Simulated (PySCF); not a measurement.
5-methoxy-3,4-dihydro-2H-pyrrole, C5H9NO.
Bonds: C1–O2, O2–C3, C3–N4 (double), N4–C5, C5–C6, C6–C7, C3–C7. Hydrogens: H8, H9, H10 on C1; H11, H12 on C5; H13, H14 on C6; H15, H16 on C7.

The same species was optimised twice, with GFN2-xTB and with PBE0-D3(BJ)/def2-SVP (PySCF), and the same property calculations (PySCF, gas phase) were run on both structures.

```csv
coordinate,GFN2-xTB,PBE0-D3(BJ)/def2-SVP,change
N4–C5 (Å),1.443,1.453,+0.010
C5–C6 (Å),1.553,1.544,-0.009
C3–C7 (Å),1.513,1.505,-0.008
C3=N4 (Å),1.266,1.271,+0.005
C1–O2 (Å),1.417,1.414,-0.003
C6–C7 (Å),1.532,1.529,-0.003
O2–C3 (Å),1.330,1.328,-0.002
C3–N4–C5 (°),109.6,107.8,-1.8
C3–C7–C6 (°),101.4,100.2,-1.2
C5–C6–C7 (°),103.9,102.8,-1.1
N4–C5–C6 (°),107.5,106.7,-0.8
C1–O2–C3 (°),115.3,115.9,+0.6
N4–C3–C7 (°),116.7,117.1,+0.4
O2–C3–N4 (°),125.2,124.8,-0.4
O2–C3–C7 (°),118.2,118.1,-0.1
C1–O2–C3–N4 (°),0,-1,-1
```

Rotational constants: A = 6411, B = 1978, C = 1573 MHz (GFN2-xTB) against A = 6405, B = 1985, C = 1586 MHz (PBE0-D3(BJ)/def2-SVP).

On the GFN2-xTB structure: lowest singlet, TDDFT (eV) 6.51 [CAM-B3LYP/def2-SVPD]; isotropic polarisability (au) 68.2 [CAM-B3LYP/def2-SVPD]; HOMO (eV) -8.55 [CAM-B3LYP/def2-SVPD]; LUMO (eV) 1.34 [CAM-B3LYP/def2-SVPD]; dipole (D) 0.92 [CAM-B3LYP/def2-SVPD].

Problem. What do these properties become on the PBE0-D3(BJ)/def2-SVP structure?

Solution. 
| property | level | on GFN2-xTB | on PBE0-D3(BJ)/def2-SVP | change |
| --- | --- | --- | --- | --- |
| lowest singlet, TDDFT (eV) | CAM-B3LYP/def2-SVPD | 6.51 | 6.49 | -0.02 |
| isotropic polarisability (au) | CAM-B3LYP/def2-SVPD | 68.2 | 69.0 | +0.8 |
| HOMO (eV) | CAM-B3LYP/def2-SVPD | -8.55 | -8.55 | 0.00 |
| LUMO (eV) | CAM-B3LYP/def2-SVPD | 1.34 | 1.35 | +0.01 |
| dipole (D) | CAM-B3LYP/def2-SVPD | 0.92 | 1.01 | +0.09 |
| energy, GFN2-xTB geometry as zero (kcal/mol) | CAM-B3LYP/def2-SVPD | 0.0 | -0.4 | -0.4 |

The heavy atoms differ by 0.059 Å rms after alignment. Among bonds between heavy atoms N4–C5 and C5–C6 change most and about equally (-0.009 to +0.010 Å). Changes are differences of the printed values. Neither structure is proved a minimum here.
